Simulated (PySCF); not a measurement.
BFH, SMILES [BH]F, multiplicity 2.

Geometry optimised at PBE0-D3(BJ)/def2-TZVPD. The isomer is the one that the SMILES or the coordinates give; other isomers of the formula were not compared.

Calculation: PBE/def2-TZVPD (PySCF).

The molecule is in vacuum.

Computed frontier levels, dipole moment and polarisability:
```
Property                                                                                                         Value
---------------------------------------------------------------------------------------------  -----------------------
α spin, highest occupied and lowest empty level                                                     -4.89 and -2.60 eV
β spin, highest occupied and lowest empty level                                                     -9.98 and -2.51 eV
dipole moment                                                                                                   0.58 D
quadrupole, principal values (traceless, Buckingham form, about the centre of nuclear charge)    -2.16, 0.20, 1.97 D·Å
mean static polarisability                                                                        20.9 bohr³ (3.10 Å³)
polarisability, principal values                                                                20.2, 20.3, 22.2 bohr³
⟨S²⟩                                                                                           0.752 (pure state 0.75)
```
